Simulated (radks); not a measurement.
Values are calculated unless marked as measured or tabulated.
Question: The mean radii <r> (bohr) of the occupied orbitals of an atom or ion are listed with their occupations. Code: a radial shooting solver on a logarithmic mesh with Libxc functionals. Model: scalar-relativistic Kohn-Sham, BLYP, spin-polarised, spherical densities, finite nucleus; Fermi nuclear charge, rms radius of each element as measured or else 0.836 A^(1/3) + 0.57 fm.

orbital  occ.      <r>
1s down     1  0.01835
1s up       1  0.01835
2s up       1  0.07759
2s down     1  0.07759
2p up       3  0.06945
2p down     3  0.06945
3s up       1   0.2009
3s down     1   0.2007
3p up       3   0.2010
3p down     3   0.2008
3d up       5   0.1821
3d down     5   0.1819
4s up       1   0.4344
4s down     1   0.4349
4p up       3   0.4552
4p down     3   0.4559
4d up       5   0.4696
4d down     5   0.4706
4f up       5   0.4659

Name the element and its charge. Open shells, if any, are filled with parallel spins first.

Answer: Z = 74, tungsten, charge +23: W23+ in [Kr] 4d10 4f5. The 1s radius gives Z: for a bare nucleus <r> = (2 gamma + 1)/(2Z) with gamma = sqrt(1 - (Z/c)^2), 0.01813 bohr for Z = 74, and screening makes it slightly larger (0.01835 here). The occupations add up to 51, and the charge is Z minus that.
